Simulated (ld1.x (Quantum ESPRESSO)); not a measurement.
Au: one change to a TM potential, before and after

ld1.x (Quantum ESPRESSO) 7.5 input, shortened:

```
&input
   title='Au', zed=79., rel=1, dft='PBE', iswitch=3,
   config='[Xe] 4f14 5d10 6s0 6p0'
 /
 &inputp
   pseudotype=2, tm=.true., lloc=-1, rcloc=1.30,
   nlcc=.true., new_core_ps=.true., rcore=0.95
 /
3
5S  1  0   2.00   0.00  1.30  1.30  0.0
5P  2  1   6.00   0.00  1.40  1.40  0.0
5D  3  2  10.00   0.00  1.25  1.25  0.0
 &test
   configts(1)='5s2 5p6 5d10 6s0 6p0'
 /
```

All-electron outer shells of the reference configuration (PBE, scalar-relativistic, ld1.x):

```csv
shell,level (eV),outermost node (bohr),outermost maximum (bohr)
5s,-116.88,0.48,0.84
4f,-89.58,–,0.37
5p,-68.34,0.52,0.96
5d,-15.33,0.56,1.21
6s,-13.21,1.11,2.24
6p,-6.71,1.31,3.06
```

Change: wave 5s (bound): rc 1.30 bohr becomes 5s (bound): rc 1.26 bohr.

Cutoffs: the cutoffs (Ry, on a coarse ladder) from which the occupation-weighted sum of valence levels, in a spherical-Bessel basis at the reference potential, stays within 10 and 1 mRy of its value at 400 Ry; they do not see the model core or the augmentation charge, which bear on the density cutoff. Errors are all-electron minus pseudo energies relative to the spin-unpolarised reference configuration.

Task: What does the change do?

Result: The potential gets harder (100 Ry and 160 Ry → 110 Ry and 180 Ry); of the 7 tests that both files solve, the error grows in 0 and shrinks in 3 by more than 15 % and 0.3 meV (median size 42.6 → 42.5 meV); neither file shows a bound ghost. A smaller radius makes the pseudo-wave follow the all-electron one further in, where it bends more sharply, so more plane waves are needed. Less of the atom is replaced, so other configurations are described better.

```csv
quantity,base,changed
"cutoff, loose",100 Ry,110 Ry
"cutoff, tight",160 Ry,180 Ry
bound ghosts,none,none
"error for 5s2 5p6 5d10 6s1 6p0, meV [ΔE -9.41 eV]",+706,+567
"error for 5s2 5p6 5d9 6s0 6p0, meV [ΔE 21.21 eV]",-1.8,-1.7
"error for 5s2 5p6 5d8 6s0 6p0, meV [ΔE 55.09 eV]",-6.0,-5.9
"error for 5s2 5p5 5d10 6s1 6p0, meV [ΔE 56.70 eV]",+1048,+820
"error for 5s2 5p6 5d7 6s0 6p0, meV [ΔE 102.80 eV]",-14,-14
"error for 5s2 5p6 5d10 6s0 6p1, meV [ΔE -4.16 eV]",+43,+43
"error for 5s1 5p6 5d10 6s1 6p0, meV [ΔE 105.82 eV]",+1052,+810
s: phases at 1.55 bohr within 0.05 rad from the reference energy up to (Ry; the scan ends near 5),-1.3,-1.0
p: phases at 1.55 bohr within 0.05 rad from the reference energy up to (Ry; the scan ends near 5),2.8,2.9
d: phases at 1.55 bohr within 0.05 rad from the reference energy up to (Ry; the scan ends near 5),to the end of the scan,to the end of the scan
```
